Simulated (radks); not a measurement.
Valence configurations of Xe+ (all share [Kr]). Method: Dirac Kohn-Sham, PBE, spin-unpolarised, spherical densities, point nucleus; open shells are shared between the two j in proportion to 2j + 1; computed with a radial shooting solver on a logarithmic mesh with Libxc functionals. Energies are relative to 4d10 5s2 5p5; eigenvalues in eV.

valence           E (eV)  e(4d3/2)  e(4d5/2)  e(5p1/2)  e(5p3/2)  e(5s1/2)
4d10 5s2 5p5       0.000   -70.527   -68.540   -17.957   -16.576   -29.048
4d10 5s1.5 5p5.5   6.025   -71.182   -69.192   -18.258   -16.859   -29.413
4d10 5s1 5p6      12.087   -71.828   -69.836   -18.554   -17.136   -29.771
4d9.5 5s2 5p5.5   26.843   -74.044   -72.019   -18.727   -17.266   -30.126
4d9 5s2 5p6       55.077   -77.555   -75.492   -19.487   -17.946   -31.185

NIST lists [Kr] 4d10 5s2 5p5 as the ground configuration; this level of theory agrees among the configurations tried. The energies are those of spherical spin-averaged densities, not of single terms.
